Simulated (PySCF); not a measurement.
## Frontier levels across methods

CH₇ClSi₂.
Geometry (PBE0-D3(BJ)/def2-SVP, Å), atoms numbered from 1 in this order:
```
atom  x, y, z in Å
C1    -3.0044   -0.3883   -0.2957
Si2   -1.8367    1.0737   -0.2949
Si3    0.3898    0.4471    0.0770
Cl4   -1.8759    1.9673   -2.1820
H5    -3.0024   -0.8771    0.6917
H6    -2.6988   -1.1270   -1.0517
H7    -4.0315   -0.0636   -0.5218
H8    -2.2851    2.1004    0.6934
H9     0.5367   -0.2148    1.4120
H10    0.7998   -0.5220   -0.9858
H11    1.2861    1.6410    0.0238
```

Basis pcSseg-2 throughout (PySCF), one geometry. Isolated species at its PBE0-D3(BJ)/def2-SVP geometry, gas phase.

Problem. How do the orbital energies, the gap and the dipole change with the method?

Solution. 
```tsv
method	kind	HOMO (eV)	LUMO (eV)	gap (eV)	μ (D)	SCF cycles
BLYP	GGA	-6.72	-0.99	5.73	1.89	13
B97-D	GGA	-6.84	-1.01	5.83	1.94	13
PBE	GGA	-6.85	-1.16	5.69	1.92	14
OPBE	GGA	-6.85	-1.04	5.81	1.93	14
LDA	LDA	-6.92	-1.36	5.57	1.98	13
KT2	GGA	-6.93	-1.26	5.67	1.92	13
BP86	GGA	-6.95	-1.21	5.74	1.93	13
KT3	GGA	-6.96	-1.17	5.79	1.90	13
B97-2	global hybrid	-7.79	-0.30	7.49	2.01	12
B3LYP	global hybrid	-7.81	-0.47	7.34	1.98	12
PBE0	global hybrid	-8.02	-0.30	7.71	2.01	12
mPW1PW91	global hybrid	-8.05	-0.30	7.75	2.01	12
BHandHLYP	global hybrid	-9.09	0.59	9.68	2.06	11
CAM-B3LYP	range-separated hybrid	-9.31	0.73	10.04	2.04	11
wB97X-D	range-separated hybrid	-9.82	1.45	11.27	2.04	12
LC-wPBE	range-separated hybrid	-10.61	1.83	12.44	2.09	12
HF	Hartree–Fock	-10.76	2.43	13.18	2.15	10
```

The HOMO spans 4.04 eV, from BLYP down to HF, and the gap runs from 5.57 eV (LDA) to 13.18 eV (HF). Over the methods BLYP (0 %), B97-D (0 %), PBE (0 %), OPBE (0 %), LDA (0 %), KT2 (0 %), BP86 (0 %), KT3 (0 %), B97-2 (21 %), B3LYP (20 %), PBE0 (25 %), mPW1PW91 (25 %), BHandHLYP (50 %), HF (100 %), a straight line through the gap against the share of exact exchange rises by 0.76 eV for each 10 % (correlation coefficient 0.999). The dipole ranges from 1.89 D (BLYP) to 2.15 D (HF). This basis has no diffuse functions.
